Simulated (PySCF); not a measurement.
Stepwise substitution at one centre (Ga Br-NH2). Gas-phase values, no solvent. One relaxed conformer stands for each flexible species; it need not be the lowest. Strings in code marks are SMILES.

All values below come from TPSSh-D3(BJ)/def2-TZVP // CAM-B3LYP-D3(BJ)/def2-TZVP (PySCF). 

```json
[
 {"species": "0 of 3 Br replaced by NH2 (`[Br][Ga]([Br])[Br]`)", "LUMO (eV)": "-2.61", "S1 oscillator strength": "…"},
 {"species": "1 of 3 Br replaced by NH2 (`[NH2][Ga]([Br])[Br]`)", "LUMO (eV)": "-1.65", "S1 oscillator strength": "0.004"},
 {"species": "2 of 3 Br replaced by NH2 (`[NH2][Ga]([NH2])[Br]`)", "LUMO (eV)": "-0.70", "S1 oscillator strength": "0.000"},
 {"species": "3 of 3 Br replaced by NH2 (`[NH2][Ga]([NH2])[NH2]`)", "LUMO (eV)": "-0.07", "S1 oscillator strength": "…"}
]
```

Q: Some entries are withheld; supply them.

A: 
- 0 of 3 Br replaced by NH2 (`[Br][Ga]([Br])[Br]`), S1 oscillator strength: 0.000
- 3 of 3 Br replaced by NH2 (`[NH2][Ga]([NH2])[NH2]`), S1 oscillator strength: 0.003
